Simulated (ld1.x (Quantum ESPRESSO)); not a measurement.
**Before and after: PAW potential for Ca (Z = 20)**

| Item | Value |
| --- | --- |
| Element | Ca (Z = 20) |
| Generator | ld1.x (Quantum ESPRESSO) 7.5 |
| Type | PAW |
| Functional | LDA (PZ) |
| Relativity | scalar-relativistic |
| Frozen core | [Ne] 3s2 |
| Valence charge | 8 |
| Reference configuration | 3p6 3d0 4s0 4p0 (charge +2) |
| Partial waves | 4s (bound, empty): rcut 2.85, rcutus 3.40 bohr; 4s channel at -0.5 Ry: rcut 2.85, rcutus 3.40 bohr; 3p (bound): rcut 1.65, rcutus 1.90 bohr; 4p (bound, empty): rcut 1.65, rcutus 1.90 bohr; 3d (bound, empty): rcut 1.35, rcutus 1.55 bohr; 3d channel at 2.8 Ry: rcut 1.35, rcutus 1.55 bohr |
| Local potential | all-electron potential smoothed inside 1.75 bohr (lloc = -2) |
| Core correction | Bessel-smoothed model core inside 1.55 bohr |
| Augmentation charge | PSQ, inside the norm-conserving radii |

Change: local potential all-electron potential smoothed inside 3.86 bohr (lloc = -2).

Cutoffs: the cutoffs (Ry, on a coarse ladder) from which the occupation-weighted sum of valence levels, in a spherical-Bessel basis at the reference potential, stays within 10 and 1 mRy of its value at 400 Ry; they do not see the model core or the augmentation charge, which bear on the density cutoff. Errors are all-electron minus pseudo energies relative to the spin-unpolarised reference configuration.

Task: How do hardness, ghosts and transferability respond?

Result: The potential gets neither clearly harder nor softer (21 Ry and 35 Ry → 21 Ry and 35 Ry); the number of tests that count goes from 8 to 3; of the 3 tests that both files solve, the error grows in 3 and shrinks in 0 by more than 15 % and 0.3 meV (median size 1.8 → 8.0 meV); neither file shows a bound ghost at the reference potential, the only one tested. The local part now departs from the all-electron potential out to 3.86 bohr, far beyond the d radius of 1.55 bohr, and whatever the projectors do not describe feels it: the likely cause.

```csv
quantity,base,changed
"cutoff, loose",21 Ry,21 Ry
"cutoff, tight",35 Ry,35 Ry
bound ghosts,none,none
"tests counted (converged, no solver errors)",8 of 9,3 of 9
"error for 3p6 3d0 4s0 4p2, meV [ΔE -13.30 eV]",-1.8,-8.0
"error for 3p6 3d1 4s0 4p0, meV [ΔE -10.61 eV]",-35,-64
"error for 3p6 3d0 4s0 4p1, meV [ΔE -8.83 eV]",-0.9,-3.1
lowest overlap eigenvalue by channel,"s 0.32, p 0.16, d 0.60","s 0.40, p 0.31, d 0.86"
```

Base: The cutoffs count occupied waves only; the empty 3d level needs 35 Ry at the loose tolerance. Tests not counted: 3p6 3d0 4s2 4p0 (solver errors, printed error -440 eV). Changed file: The cutoffs count occupied waves only; the empty 3d level needs 35 Ry at the loose tolerance. Tests not counted: 3p6 3d0 4s2 4p0 (solver errors, printed error -441 eV); 3p6 3d0 4s1 4p0 (solver errors, printed error -388 eV); 3p6 3d0 4s1.5 4p0 (solver errors, printed error -414 eV); 3p6 3d0.5 4s1.5 4p0 (solver errors, printed error -449 eV); 3p6 3d0 4s1 4p0 (spin-polarised) (solver errors, printed error -389 eV); 3p6 3d0 4s1.5 4p0 (spin-polarised) (solver errors, printed error -414 eV).
